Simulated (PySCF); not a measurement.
## Partial charges of `C=C[C@H]1CCCCS1(=O)=O`

C7H12O2S.
Cartesian coordinates in Å at the GFN2-xTB level; atoms count from 1:
```
atom  x, y, z in Å
C1     3.2475   -0.2276   -0.4619
C2     2.2290   -0.1495    0.3761
C3     0.8074   -0.2648   -0.0280
C4    -0.0438   -1.1061    0.9071
C5    -1.4949   -1.2073    0.4400
C6    -2.2235    0.1349    0.4952
C7    -1.6271    1.1399   -0.4682
S8     0.1000    1.4319    0.0408
O9     0.7413    2.2614   -0.9426
O10    0.1070    1.8888    1.4038
H11    4.2634   -0.1030   -0.1311
H12    3.1047   -0.4182   -1.5126
H13    2.3862    0.0581    1.4254
H14    0.7105   -0.5642   -1.0712
H15    0.3878   -2.1082    0.9839
H16   -0.0113   -0.6445    1.8963
H17   -1.5249   -1.5999   -0.5799
H18   -2.0201   -1.9180    1.0816
H19   -3.2822   -0.0139    0.2674
H20   -2.1470    0.5481    1.5028
H21   -2.1337    2.1007   -0.4349
H22   -1.5866    0.7808   -1.4929
```

Density: PBE0/pcSseg-1 (PySCF); schemes: Mulliken, IAO, Hirshfeld and ESP-fitted. Geometry: GFN2-xTB, one conformer, isolated molecule.

Task: At which atom do the 4 schemes differ most?

Result: At S8: from +0.512 (Hirshfeld) to +1.963 e (IAO), 1.451 e apart.

Task: Which atoms carry the highest charge in the Mulliken, IAO, Hirshfeld and ESP-fitted schemes?

Result: All schemes agree: Mulliken S8 (+0.996); IAO S8 (+1.963); Hirshfeld S8 (+0.512); ESP-fitted S8 (+0.975).

Task: Give the atomic charges in each scheme.

Result: In e:

```json
{"atom": "C1", "environment": "terminal =CH2 carbon", "Mulliken": "-0.087", "IAO": "-0.290", "Hirshfeld": "-0.082", "ESP-fitted": "-0.358"}
{"atom": "C2", "environment": "alkene CH carbon", "Mulliken": "-0.144", "IAO": "-0.149", "Hirshfeld": "-0.045", "ESP-fitted": "-0.165"}
{"atom": "C3", "environment": "sp3 carbon bound to sulfur", "Mulliken": "-0.439", "IAO": "-0.297", "Hirshfeld": "-0.035", "ESP-fitted": "-0.112"}
{"atom": "C4", "environment": "ring CH2 carbon", "Mulliken": "-0.161", "IAO": "-0.267", "Hirshfeld": "-0.073", "ESP-fitted": "-0.119"}
{"atom": "C5", "environment": "ring CH2 carbon", "Mulliken": "-0.209", "IAO": "-0.258", "Hirshfeld": "-0.068", "ESP-fitted": "-0.077"}
{"atom": "C6", "environment": "ring CH2 carbon", "Mulliken": "-0.250", "IAO": "-0.267", "Hirshfeld": "-0.071", "ESP-fitted": "+0.065"}
{"atom": "C7", "environment": "sp3 carbon bound to sulfur", "Mulliken": "-0.294", "IAO": "-0.461", "Hirshfeld": "-0.075", "ESP-fitted": "-0.389"}
{"atom": "S8", "environment": "sulfonyl sulfur", "Mulliken": "+0.996", "IAO": "+1.963", "Hirshfeld": "+0.512", "ESP-fitted": "+0.975"}
{"atom": "O9", "environment": "sulfonyl oxygen", "Mulliken": "-0.531", "IAO": "-0.895", "Hirshfeld": "-0.330", "ESP-fitted": "-0.538"}
{"atom": "O10", "environment": "sulfonyl oxygen", "Mulliken": "-0.543", "IAO": "-0.903", "Hirshfeld": "-0.312", "ESP-fitted": "-0.509"}
{"atom": "H11", "environment": "vinylic hydrogen", "Mulliken": "+0.125", "IAO": "+0.161", "Hirshfeld": "+0.056", "ESP-fitted": "+0.181"}
{"atom": "H12", "environment": "vinylic hydrogen", "Mulliken": "+0.116", "IAO": "+0.151", "Hirshfeld": "+0.051", "ESP-fitted": "+0.171"}
{"atom": "H13", "environment": "vinylic hydrogen", "Mulliken": "+0.122", "IAO": "+0.158", "Hirshfeld": "+0.050", "ESP-fitted": "+0.158"}
{"atom": "H14", "environment": "methine hydrogen", "Mulliken": "+0.150", "IAO": "+0.151", "Hirshfeld": "+0.049", "ESP-fitted": "+0.136"}
{"atom": "H15", "environment": "methylene hydrogen", "Mulliken": "+0.140", "IAO": "+0.148", "Hirshfeld": "+0.046", "ESP-fitted": "+0.075"}
{"atom": "H16", "environment": "methylene hydrogen", "Mulliken": "+0.146", "IAO": "+0.150", "Hirshfeld": "+0.040", "ESP-fitted": "+0.076"}
{"atom": "H17", "environment": "methylene hydrogen", "Mulliken": "+0.116", "IAO": "+0.127", "Hirshfeld": "+0.037", "ESP-fitted": "+0.039"}
{"atom": "H18", "environment": "methylene hydrogen", "Mulliken": "+0.134", "IAO": "+0.146", "Hirshfeld": "+0.047", "ESP-fitted": "+0.038"}
{"atom": "H19", "environment": "methylene hydrogen", "Mulliken": "+0.137", "IAO": "+0.146", "Hirshfeld": "+0.048", "ESP-fitted": "+0.032"}
{"atom": "H20", "environment": "methylene hydrogen", "Mulliken": "+0.150", "IAO": "+0.152", "Hirshfeld": "+0.041", "ESP-fitted": "+0.029"}
{"atom": "H21", "environment": "methylene hydrogen", "Mulliken": "+0.174", "IAO": "+0.175", "Hirshfeld": "+0.063", "ESP-fitted": "+0.170"}
{"atom": "H22", "environment": "methylene hydrogen", "Mulliken": "+0.153", "IAO": "+0.158", "Hirshfeld": "+0.052", "ESP-fitted": "+0.125"}
```

Mean size of the charges over all atoms: IAO 0.344 e, Mulliken 0.242 e, ESP-fitted 0.206 e, Hirshfeld 0.099 e. Each set sums to the total charge, 0, to within 0.001 e. The Hirshfeld scheme divides the density at each point in proportion to the densities of the neutral, spherically averaged free atoms.

Task: How closely do the schemes follow one another over all atoms?

Result: Correlation coefficient and root-mean-square difference: IAO with Hirshfeld 0.98, 0.387 e; Mulliken with IAO 0.97, 0.243 e; IAO with ESP-fitted 0.96, 0.264 e; Hirshfeld with ESP-fitted 0.95, 0.162 e; Mulliken with Hirshfeld 0.95, 0.180 e; Mulliken with ESP-fitted 0.91, 0.129 e.

Task: Sum the charges by element, for elements with more than one atom.

Result: 
| element | atoms | Mulliken | IAO | Hirshfeld | ESP-fitted |
| --- | --- | --- | --- | --- | --- |
| C | 7 | -1.585 | -1.988 | -0.448 | -1.156 |
| O | 2 | -1.074 | -1.798 | -0.642 | -1.048 |
| H | 12 | +1.663 | +1.824 | +0.578 | +1.229 |

These values come from a run that also computed NMR shieldings. Hardware: Arm Neoverse V2, one thread, no GPU, on a shared host. Cost: 55 s.
